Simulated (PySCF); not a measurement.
C₂H₆Zn, SMILES [CH3][Zn][CH3].

Coordinates come from a B3LYP-D3(BJ)/def2-SVP optimisation. The isomer is the one that the SMILES or the coordinates give; other isomers of the formula were not compared.

The numbers are results of B3LYP-D3(BJ)/def2-SVP in PySCF, not measurements.

Frequencies are harmonic and unscaled.

A small imaginary wavenumber (i) marks a very flat motion, where grid noise or a shallow saddle decides the sign.

Modes within 1.5 cm⁻¹ of each other (mostly degenerate sets) share a row, with their intensities summed.

Problem. Give all harmonic wavenumbers and intensities. (An estimate is asked for; the answer gives what the named calculation found.)

Solution. 
```tsv
mode	ν (cm⁻¹)	IR (km/mol)	Raman (Å⁴/amu)	depolarisation	moving atoms (share of kinetic energy)
1	22i	0.0	0.0	–	H 100 %
2–3	134	6.3	0.0	–	C 41 %, H 30 %, Zn 29 %
4	494	0.0	41.6	0.25	C 79 %, H 21 %
5	594	44.4	0.0	–	C 52 %, Zn 31 %, H 17 %
6–7	620	0.0	0.5	0.75	H 86 %, C 14 %
8–9	706	126.1	0.0	–	H 77 %, C 20 %
10	1198	0.0	15.6	0.17	H 82 %, C 18 %
11	1200	3.1	0.0	–	H 80 %, C 20 %
12–13	1433	0.0	54.0	0.75	H 95 %
14–15	1435	4.2	0.1	–	H 95 %
16	3018	34.3	0.0	–	H 97 %
17	3020	0.0	299.8	0.00	H 97 %
18–21	3109	54.3	445.3	0.75	H 91 %, C 9 %
```
